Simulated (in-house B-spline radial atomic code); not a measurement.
## Ionising Ho³⁺ with different functionals

Computed with a radial B-spline atomic code at the basis-set limit: four-component Dirac-Coulomb Hamiltonian, Fermi nucleus of rms radius 5.2022 fm, spin-restricted, spherical fractional occupations for the functionals, and exact exchange of hybrids averaged over the configuration. The ionisation energy is the difference of two self-consistent energies, [Xe] 4f10 → [Xe] 4f9, without Breit or QED terms; ε is the level of the shell that loses the electron (mean over j). The electron is taken from both j subshells in proportion to 2j + 1, so the result is a j average, not the step between ground levels.

| method | rung | ΔSCF (eV) | -ε(4f) (eV) |
| --- | --- | --- | --- |
| B3LYP | global hybrid | 44.51 | 37.56 |
| B97-1 | global hybrid | 44.41 | 37.61 |
| LC-wPBE | range-separated hybrid | 44.75 | 40.32 |
| CAM-B3LYP | range-separated hybrid | 44.42 | 39.52 |

Q: Among the functionals, which spreads more, the ΔSCF values or the orbital energies?

A: The orbital energies: ΔSCF values span about 0.34 eV and the orbital energies 2.76 eV; here energy differences depend much less on the functional than eigenvalues do.

Q: How do they compare with the NIST value?

A: NIST lists 42.52 eV ± 0.08 (semi-empirical, ground level to ground level). Errors run from +1.89 to +2.23 eV. The correlated functionals all miss on the same side by more than they spread, so the cause is common to them (Breit-QED terms, spin polarisation, the choice among j levels, multiplet and fine-structure energies, or a listed next ion that isn't the cheapest removal here) and closeness doesn't rank the functionals.
